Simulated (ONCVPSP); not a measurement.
**Before and after: ONCV potential for Cs (Z = 55)**

caesium (Cs), optimised norm-conserving Vanderbilt (ONCV), made with ONCVPSP 4.0.1 (PBE, fully relativistic). Core [Kr] 4d10, reference 5s2 5p6 6s1. Waves: 5s+6s: rc 2.55 bohr, ncon 4, nbas 9, qcut 3.7 1/bohr, 2 projectors; 5p: rc 2.70 bohr, ncon 3, nbas 7, qcut 5.3 1/bohr, 1 projector; d scattering state at 0.38 Ha: rc 2.35 bohr, ncon 4, nbas 8, qcut 4.8 1/bohr, 2 projectors, debl 2.1 Ha. Local part: polynomial inside 1.70 bohr (lpopt 5, dvloc0 2 Ha). Core correction: polynomial model core, fcfact 0.15.

Open shells are filled in proportion to 2j + 1.

All-electron outer shells of the reference configuration (PBE, scalar-relativistic, ld1.x):

| shell | level (eV) | outermost node (bohr) | outermost maximum (bohr) |
| --- | --- | --- | --- |
| 5s | -26.73 | 0.82 | 1.54 |
| 5p | -13.52 | 0.89 | 1.79 |
| 6s | -2.09 | 2.11 | 4.80 |

Change: s: nbas 7.

Cutoffs: the cutoffs (Ha) at which the residual kinetic energy of the hardest occupied pseudo-wave falls to 1 and 0.1 mHa per electron; they do not see the model core or the augmentation charge, which bear on the density cutoff. Errors are all-electron minus pseudo energies relative to the spin-unpolarised reference configuration.

Question: What does the change do?

Answer: The potential gets harder (7.2 Ha and 9.6 Ha → 7.2 Ha and 13 Ha); of the 4 tests that both files solve, the error grows in 0 and shrinks in 1 by more than 15 % and 0.3 meV (median size 4.7 → 4.7 meV); neither file shows a bound ghost.

| quantity | base | changed |
| --- | --- | --- |
| cutoff, loose | 7.2 Ha | 7.2 Ha |
| cutoff, tight | 9.6 Ha | 13 Ha |
| loose cutoff by channel | s 5.5 Ha, p 7.2 Ha | s 5.9 Ha, p 7.2 Ha |
| bound ghosts | none | none |
| GHOST(+) flags under 300 eV | s at 67.8 eV | s at 72.7 eV |
| error for 5s2 5p6 6s0, meV [ΔE 3.86 eV] | -0.2 | -0.2 |
| error for 5s2 5p6 6s0.5, meV [ΔE 1.47 eV] | 0.0 | 0.0 |
| error for 5s2 5p6 6s0 6p1, meV [ΔE 1.37 eV] | +9.3 | +9.3 |
| error for 5s1 5p6 6s1, meV [ΔE 31.65 eV] | -75 | -57 |
| s: phases at 2.58 bohr within 0.05 rad from the reference energy up to (Ha; the scan ends near 5) | 2.1 | 2.4 |
| p3/2: phases at 2.74 bohr within 0.05 rad from the reference energy up to (Ha; the scan ends near 5) | 0.5 | 0.5 |
| p1/2: phases at 2.74 bohr within 0.05 rad from the reference energy up to (Ha; the scan ends near 5) | 0.4 | 0.4 |
| d5/2: phases at 2.39 bohr within 0.05 rad from the reference energy up to (Ha; the scan ends near 5) | 3.4 | 3.4 |
| d3/2: phases at 2.39 bohr within 0.05 rad from the reference energy up to (Ha; the scan ends near 5) | 3.3 | 3.3 |
| rms error of d²Exc/dni dnj with the model core, mHa | 2.01 | 2.08 |

Base: These tests converged, but a pseudo level misses the all-electron one widely, so the file describes the atom poorly there or has found another state: 5s2 5p6 6s0 6p1: empty 6s by 2.9 eV. Changed file: These tests converged, but a pseudo level misses the all-electron one widely, so the file describes the atom poorly there or has found another state: 5s2 5p6 6s0 6p1: empty 6s by 2.9 eV.
